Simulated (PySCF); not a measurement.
## Converging SeH in the basis (CCSD(T))

PySCF, UHF reference; doublet, unpaired electrons π ↑; De to H + Se without counterpoise correction. Frozen cores follow the default of each basis and core potential.

| basis | relativity | functions | Re (Å) | ωe (cm⁻¹) | De (eV) | frozen orbitals |
| --- | --- | --- | --- | --- | --- | --- |
| def2-SVPD | no relativity | 49 | 1.471 | 2440 | 3.19 | 9 |
| cc-pVTZ/cc-pVTZ-PP | scalar-relativistic core potentials | 53 | 1.460 | 2454 | 3.32 | 4 |
| def2-TZVP | no relativity | 54 | 1.471 | 2431 | 3.21 | 9 |
| x2c-TZVPPall | spin-free X2C | 62 | 1.464 | 2418 | 3.30 | 9 |

Q: How does each smaller set differ from the one with most functions, x2c-TZVPPall?

A: def2-SVPD: +0.7 pm, +0.9 % in ωe, -0.11 eV in De; cc-pVTZ/cc-pVTZ-PP: -0.4 pm, +1.5 % in ωe, +0.02 eV in De; def2-TZVP: +0.7 pm, +0.5 % in ωe, -0.09 eV in De. All at CCSD(T); the set with most functions is neither the basis-set limit nor always the best. The rows treat relativity differently, so the differences are not basis effects alone.

Correlated steps freeze the inner cores (4 to 9 orbitals); shallow outer-core shells are correlated. Correlated levels converge slowly with the basis: in double zeta they bind strong bonds too weakly, by up to about 1 eV, and carry superposition errors of some tenths. Spin–orbit coupling is left out. The state was picked by a PBE0 search and need not be the measured ground state.
